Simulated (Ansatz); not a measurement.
`C=[CH][In]([CH3])[F]` + H₂S → `[CH3][In]([F])[SH]` + ethylene  (ligand exchange at the In–C bond)

Calculated with Ansatz (gas phase, PBE0-D4/def2-TZVP geometries, no zero-point term in ΔE). CCSD(T)/CBS adds triple-zeta CCSD(T) − MP2 to the extrapolated MP2 energy (def2 sets, frozen cores). This one scheme is used for every species. Functionals use def2-TZVPP. Elements past krypton have def2 core potentials. For In outer-core shells are correlated without core-valence functions, which leaves a few kJ/mol of doubt a bond. Each species was taken in one conformer, which may not be the lowest.

`C=[CH][In]([CH3])[F]`:

```xyz
11

C    -0.371   -1.920    1.649
C    -0.839   -1.301    0.569
In    0.223    0.366   -0.181
C     0.315    1.883   -1.668
F     1.761    0.553    1.054
H     0.535   -1.590    2.149
H    -0.876   -2.783    2.080
H    -1.751   -1.665    0.100
H    -0.389    2.679   -1.424
H     0.066    1.487   -2.652
H     1.325    2.291   -1.678
```

H₂S:

Cartesian coordinates in Å:
```
S 0.385 0.288 -0.391
H 0.335 -0.951 0.119
H -0.720 0.663 0.272
```

`[CH3][In]([F])[SH]`:

Z-matrix (Å, degrees):
```
C
In 1 2.125
H 1 1.090 2 109.4
H 1 1.089 2 110.0 3 119.8
H 1 1.089 2 108.5 3 -119.7
F 2 1.963 1 116.7 3 110.1
S 2 2.368 1 136.2 3 -69.8
H 7 1.345 2 91.1 1 179.9
```

`C=C`:

```xyz
6

C     0.272   -0.571    0.193
C    -0.272    0.571   -0.193
H    -0.117   -1.130    1.038
H     1.129   -0.996   -0.318
H     0.117    1.130   -1.038
H    -1.129    0.996    0.318
```

```json
{"level": "B97M-V", "ΔE (kJ/mol)": "-112.1", "difference from CCSD(T)/CBS": "-8.9"}
{"level": "PBE0-D4", "ΔE (kJ/mol)": "-107.8", "difference from CCSD(T)/CBS": "-4.6"}
{"level": "r2SCANh-D4", "ΔE (kJ/mol)": "-109.4", "difference from CCSD(T)/CBS": "-6.2"}
{"level": "ωB97X-V", "ΔE (kJ/mol)": "-104.1", "difference from CCSD(T)/CBS": "-0.9"}
{"level": "r2SCANh", "ΔE (kJ/mol)": "-109.8", "difference from CCSD(T)/CBS": "-6.6"}
{"level": "BHLYP", "ΔE (kJ/mol)": "-111.7", "difference from CCSD(T)/CBS": "-8.5"}
{"level": "MP2/def2-TZVPP", "ΔE (kJ/mol)": "-100.6", "difference from CCSD(T)/CBS": "2.6"}
{"level": "CCSD(T)/def2-TZVPP", "ΔE (kJ/mol)": "-99.9", "difference from CCSD(T)/CBS": "3.3"}
{"level": "MP2/def2-QZVPP", "ΔE (kJ/mol)": "-102.3", "difference from CCSD(T)/CBS": "0.9"}
{"level": "HF/CBS(def2)", "ΔE (kJ/mol)": "-117.0", "difference from CCSD(T)/CBS": "-13.8"}
{"level": "CCSD(T)/CBS", "ΔE (kJ/mol)": "-103.2", "difference from CCSD(T)/CBS": "0"}
```

Largest T1 diagnostic among the species: 0.014.

Leaving LDA and LC-ωPBE aside and taking each functional with its dispersion term where it has one, the values spread over 8.0 kJ/mol, from B97M-V to ωB97X-V. LDA lies +5.5 kJ/mol from PBE without D4. In def2-TZVPP, CCSD(T) changes the Hartree–Fock value by +17.7 kJ/mol (the triples alone add +1.1 kJ/mol) and MP2 by +17.0 kJ/mol. From BLYP to BHLYP (50 % exact exchange), in def2-TZVPP and without D4, ΔE moves by −4.1 kJ/mol.

CCSD(T)/CBS has its own doubt, a few kJ/mol and more with outer-core shells, so smaller differences from it don't rank the levels.
